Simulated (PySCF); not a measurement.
C₃H₄O₃Si.
Atom-mapped SMILES: `[O:1]=[CH:2][C@@H:3]1[O:4][C:5](=[O:6])[SiH2:7]1`

Definitions: NICS(0) = −σiso at the ring centroid; NICS(1) = −σiso and NICS(1)zz = −σzz at ±1 Å along the ring normal z. Level: GIAO PBE0/pcSseg-1 (PySCF, non-relativistic, gas phase) on the GFN2-xTB geometry, one conformer.

Ring bond lengths (Å), with Mayer bond orders in brackets: C3–O4 1.437 (0.86), O4–C5 1.353 (1.03), C5–Si7 1.952 (0.84), Si7–C3 1.966 (0.81).

**Question.** Give the NICS values of each ring in ppm.

**Answer.** 
| ring | type | NICS(0) | NICS(1), two faces | NICS(1)zz, two faces | rms pucker (Å) | centre to ring atoms, mean (Å) |
| --- | --- | --- | --- | --- | --- | --- |
| C3–O4–C5–Si7 | 4-membered ring with O and Si; formal bonds all single | -0.9 | -2.1 / -1.4 | -0.1 / 0.6 | 0.01 | 1.18 |

**Question.** What can be read from them?

**Answer.** 
- C3–O4–C5–Si7: mean NICS(1)zz 0.2 ppm, near zero. C3, Si7 have four or more neighbours, and the NICS criterion for π rings isn't applied.

**Question.** Give the inner angles of the rings and the Hirshfeld charges of the ring atoms.

**Answer.** 
- C3–O4–C5–Si7: C3 92.1° (-0.047 e), O4 104.1° (-0.107 e), C5 95.4° (+0.115 e), Si7 68.3° (+0.386 e); sum 360.0° against 360° for a flat convex ring.

Conformer computed: `[O:1]=[CH:2][C@@H:3]1[O:4][C:5](=[O:6])[SiH2:7]1`: O1–C2–C3–O4 -172°.
